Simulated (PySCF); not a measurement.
A GIAO shielding run with PySCF (density fitting, non-relativistic, gas phase) on SMILES C(C)C(=O)OC[Si@@H](F)OC, C₅H₁₁FO₃Si:

```
$ OMP_NUM_THREADS=1 python probes_run.py task.json out

{"job": {"kind": "nmr", "xc": "PBE0", "basis": "pcSseg-1"}, "charge": 0, "multiplicity": 1}
C     -3.261156    -1.092748    -0.192133
C     -2.287162    -0.618465     0.883721
C     -1.087731     0.056564     0.268530
O     -0.453603    -0.419223    -0.652798
O     -0.799046     1.207081     0.818401
C      0.338950     1.892538     0.293939
Si     1.431588     0.820206    -0.848386
F      2.667240     1.895839    -1.036509
O      2.100232    -0.365125     0.021971
C      3.388642    -0.887246    -0.155917
H     -2.741823    -1.723418    -0.908546
H     -4.070079    -1.660580     0.259532
H     -3.687008    -0.244456    -0.722291
H     -2.764361     0.073072     1.577659
H     -1.916903    -1.480072     1.444259
H      0.885559     2.273224     1.157110
H     -0.032890     2.749939    -0.268417
H      1.113439     0.630460    -2.247766
H      4.088864    -0.105537    -0.452369
H      3.371894    -1.659549    -0.927383
H      3.706434    -1.325559     0.790572
```

Hardware: 1 thread of an Arm Neoverse N1, shared host. The job also computes population analyses, field gradients.

(1) How large is the calculation?

(2) How long does it take, and how much memory does it need?

Results:

(1) 88 electrons, 232 basis functions and 1226 auxiliary functions.

(2) 96 s of wall time, with 14 SCF cycles and 5 response iterations; peak memory 1.1 GiB. Times on a shared host scatter by some tens of per cent.
